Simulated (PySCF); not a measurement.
Bonds (- single, = double, # triple, : aromatic): N1-N2, N2-C3, C3:C4, C4:C5, C5:C6, C6:C7, C7:C8, C8:C3. N1 carries H9, H10; N2 carries H11; C4 carries H12; C5 carries H13; C6 carries H14; C7 carries H15; C8 carries H16.

GIAO shifts from PySCF on PBE0-D3(BJ)/def2-SVP geometries (one conformer, non-relativistic, equivalent nuclei averaged), against TMS at the same level and in the same medium; PCM means IEF-PCM chloroform.

Measured (solution, CDCl3, 309 K; Shapiro, Mohrmann, J. Phys. Chem. Ref. Data 1977, 6, 919): H12/H16 6.70, H13/H15 7.17, H14 6.76 ppm.

Question: Which unscaled values do PBE0/pcSseg-1, PCM; WP04/pcSseg-1, PCM; wB97X-D/pcSseg-1, PCM give, and how close are they?

Answer: 
| atoms | measured | PBE0/pcSseg-1, PCM | WP04/pcSseg-1, PCM | wB97X-D/pcSseg-1, PCM |
| --- | --- | --- | --- | --- |
| H12/H16 | 6.70 | 6.61 | 6.32 | 6.64 |
| H13/H15 | 7.17 | 7.38 | 7.02 | 7.43 |
| H14 | 6.76 | 6.80 | 6.52 | 6.82 |

Mean absolute error for ¹H: PBE0/pcSseg-1, PCM 0.11, WP04/pcSseg-1, PCM 0.26, wB97X-D/pcSseg-1, PCM 0.13 ppm.
